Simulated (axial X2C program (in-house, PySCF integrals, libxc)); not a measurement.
## Nuclear properties of HfCl⁺

Computed with an in-house all-electron X2C program for linear molecules (integrals from PySCF): two-component X2C with atomic mean-field Coulomb and Gaunt terms, Gaussian nuclei, basis Hf dyall-cv3z, Cl dyall-av3z with contracted cores.

R = 2.219 Å (near the PBE0 minimum at charge 1 of the determinant lowest at the starting distance; the state shown can have its own minimum elsewhere).

Input and command:
```json
{"zs": [72, 17], "q": 1, "bas": ["dyall-cv3z", "dyall-av3z"], "r0": 2.51, "levels": ["PBE0", "HF", "PBE50", "B3LYP", "TPSSh"], "nst": 3}
```
```bash
python soeom.py task.json out
```

Keys: zs atomic numbers; q charge; bas basis sets; r0 starting distance in Å; levels methods; nst determinants followed.

Determinant lowest in the PBE0 search, Ω = 1 (⟨Sz⟩ = -0.99, ⟨Lz⟩ = 1.99 at PBE0), spin on the atoms Hf -1.01, Cl 0.02:

```
level  Eeff magnitude (GV/cm)  Ws magnitude Hf (kHz)  A∥/gI Hf (MHz)  qzz Hf (a.u.)  A∥/gI Cl (MHz)  qzz Cl (a.u.)
 PBE0                    19.8                   17.4           -5000          -1.38           -23.6           0.39
   HF                    23.2                   20.2           -5010          -2.72           -13.7           0.26
PBE50                    18.8                   16.4           -5020          -1.81             -20           0.39
B3LYP                    22.1                   19.4           -5130          -1.27           -25.6           0.38
TPSSh                    17.1                   14.9           -4820          -1.27             -21           0.35
```

Determinant 0.21 eV from it at PBE0 and this distance, Ω = 0 (closed shell), highest spinor 54% Hf s, 29% Hf d, 8% Cl p:

| level | qzz Hf (a.u.) | qzz Cl (a.u.) |
| --- | --- | --- |
| PBE0 | -5.78 | 0.40 |
| HF | -7.92 | 0.38 |
| PBE50 | -6.46 | 0.45 |
| B3LYP | -5.67 | 0.37 |
| TPSSh | -5.72 | 0.34 |

Eeff is the effective electric field on the electron electric dipole moment in this Ω state and Ws the scalar–pseudoscalar constant of the nucleus named (defined with the proton number Z and per Ω); A∥ (defined per Ω) follows by multiplying with gI = μI/(I μN); qzz is the electric field gradient, eQq0 = 234.96 MHz × Q/barn × qzz. The operators were transformed with the bare-nucleus X2C matrices; with these basis sets, hyperfine constants and field gradients can be off by tens of per cent, and where levels differ in sign neither size nor sign is settled.

(1) With gI(177Hf) = 0.2267, gI(35Cl) = 0.5479, Q(35Cl) = -0.08112 barn (g factors from the IAEA table of nuclear moments by Stone; Q from Pyykkö, Mol. Phys. 2018), turn the PBE0 values of the first state into constants in MHz.

Each state is one determinant with collinear spin, which with several unpaired electrons need not be a pure state. Unrestricted Hartree–Fock can overshoot spin polarisation at the nuclei. With several open shells hyperfine constants can be off by a factor of several. Open-shell Ω = 0 determinants with evenly filled partner blocks cannot be reached by this program, so the Ω shown need not be the lowest component. At B3LYP a later determinant lies lower. States lie within half an eV, so the first need not be the ground state. Further determinants of the search, some of them spin-mixed, are not shown. Where a field gradient or hyperfine factor spreads by more than a factor of two over the levels, a constant derived from it is not to be relied on. PBE0 term energies can be off by some tenths of an eV.

## Answers

(1) A∥(177Hf) = -5000 × 0.2267 = -1130 MHz; A∥(35Cl) = -23.6 × 0.5479 = -12.9 MHz; eQq0(35Cl) = 234.96 × (-0.08112) × (0.39) = -7.43 MHz.
